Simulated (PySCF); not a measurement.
C₆ coefficients of unlike pairs at PBE

Calculated with PySCF 2.14 from the dipole response of each species, C₆(A,B) = (3/π) ∫ α_A(iu) α_B(iu) du, in atomic units, from isotropic polarisabilities. For ions this is the dispersion term alone; charge-induced terms of lower order in 1/R come first.

```json
{"species": "Sc", "configuration": "[Ar] 3d1 4s2 (2D)", "basis": "aug-cc-pwCVTZ-DK (10s9p7d4f3g)", "relativity": "spin-free X2C", "α (bohr³)": "124.1", "C₆ (like pair)": "1522"}
{"species": "Ne(2+)", "configuration": "[He] 2s2 2p4 (3P)", "basis": "aug-cc-pCVTZ-DK (7s6p4d2f)", "relativity": "spin-free X2C", "α (bohr³)": "0.8736", "C₆ (like pair)": "1.116"}
{"species": "Cl(3+)", "configuration": "[Ne] 3s2 3p2 (3P)", "basis": "dyall-av3z (19s12p3d2f)", "relativity": "none", "α (bohr³)": "4.323", "C₆ (like pair)": "11.71"}
{"species": "F", "configuration": "[He] 2s2 2p5 (2P)", "basis": "aug-cc-pVQZ with one added diffuse shell each of s, p, d, f, g type (7s6p5d4f3g)", "relativity": "none", "α (bohr³)": "4.241", "C₆ (like pair)": "11.43"}
```

Question: Estimate C₆ for F with Cl(3+).

Answer: The integral gives 11.53. The combination rule 2 C_A C_B / (C_A α_B/α_A + C_B α_A/α_B) gives 11.57 and the geometric mean 11.57.

No spin-orbit coupling is included.

The other pairs:

```tsv
pair	C₆
F, Sc	95.03
Ne(2+), Sc	22.30
Cl(3+), Sc	97.46
F, Ne(2+)	3.355
Cl(3+), Ne(2+)	3.303
```
